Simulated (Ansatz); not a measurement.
`[F][GeH2][SiH3]` + H₂S → `[SiH3]S` + `[F][GeH3]` at 400 K and 1 bar (cleavage of the Si–Ge bond).

Isolated molecules relaxed with PBE0-D4/def2-TZVP in Ansatz; ΔE leaves out vibrations. CCSD(T)/CBS adds triple-zeta CCSD(T) − MP2 to the extrapolated MP2 energy (def2 sets, frozen cores). This one scheme is used for every species. For Ge outer-core shells are correlated without core-valence functions, which leaves a few kJ/mol of doubt a bond. Scalar relativity is left out up to krypton.

```csv
species,CCSD(T)/CBS energy (Eh),H − E (kJ/mol),S (J/(mol·K))
`[F][GeH2][SiH3]`,-2468.01111,140.2,355.1
H₂S,-398.97279,53.4,215.9
`[SiH3]S`,-689.27336,109.8,293.0
`[F][GeH3]`,-2177.72589,83.9,268.6
```

H − E and S are ideal-gas, rigid-rotor, harmonic terms from PBE0-D4/def2-TZVP. 1 Eh = 2625.50 kJ/mol, R = 8.31446 J/(mol·K).

Question: By hand: ΔE, ΔH, ΔS and ΔG.

Answer: ΔE = (-689.27336) + (-2177.72589) − (-2468.01111) − (-398.97279) = -0.01535 Eh = -40.3 kJ/mol. Δ(H − E) = 109.8 + 83.9 − 140.2 − 53.4 = 0.1, so ΔH = -40.2 kJ/mol. ΔS = 293.0 + 268.6 − 355.1 − 215.9 = -9.4 J/(mol·K). ΔG = -40.2 − 400 × (-9.4)/1000 = -36.4 kJ/mol.

Question: By hand: the equilibrium constant, and the temperature at which ΔG would vanish if ΔH and ΔS stayed fixed.

Answer: log₁₀ K = −ΔG/(RT ln 10) = 4.8. ΔG = 0 at ΔH/ΔS = 4277 K, far beyond where these terms or the molecules hold.

The number of gas molecules stays the same, so ΔS is small and ΔH decides. A doubt of 5 kJ/mol in ΔE shifts log₁₀ K by 0.7 here. These are equilibria of isolated gas molecules and say nothing of rates. Largest T1 diagnostic: 0.012 (customary marks: 0.02 for closed shells, 0.045 for open ones).
